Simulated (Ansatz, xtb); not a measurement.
Species: sum formula SiH₂Cl (charge -1, singlet). It need not be the lowest isomer of its formula. Whether it binds its extra electron was not tested at this geometry. SMILES: [SiH2-]Cl
Geometry from a B3LYP-D3(BJ)/def2-TZVP (Ansatz, a quantum-chemistry and plane-wave program) optimisation:
```xyz
4

Si    -1.1307    -0.2144    -0.1979
Cl     1.1042     0.1181     0.1016
H     -1.4823     1.2836    -0.2625
H     -1.4583    -0.2895     1.3051
```
Charge -1, spin multiplicity 1.

Harmonic wavenumbers from GFN2-xTB (xtb, at its own minimum), cm⁻¹: 224, 581, 676, 917, 1872, 1916.

**Question.** Give the harmonic wavenumbers at B3LYP-D3(BJ)/def2-TZVP (Ansatz, finite differences of forces, unscaled).

**Answer.** 344, 678, 734, 973, 1896, 1903 cm⁻¹. Zero-point energy 9.3 kcal/mol.

**Question.** From these and the geometry, give the ideal-gas thermochemistry at 298.15 K and 1 atm (rigid rotor, harmonic oscillator).

**Answer.** Point group Cs, rotational symmetry number 1. Rotational constants 110.5, 5.778, 5.752 GHz. S(trans) 38.46, S(rot) 22.00, S(vib) 1.91, S(elec, spin only) 0.00, S 62.4 cal/(mol K). H(298) - H(0) 2.77 kcal/mol; G - E(el) -6.5 kcal/mol.
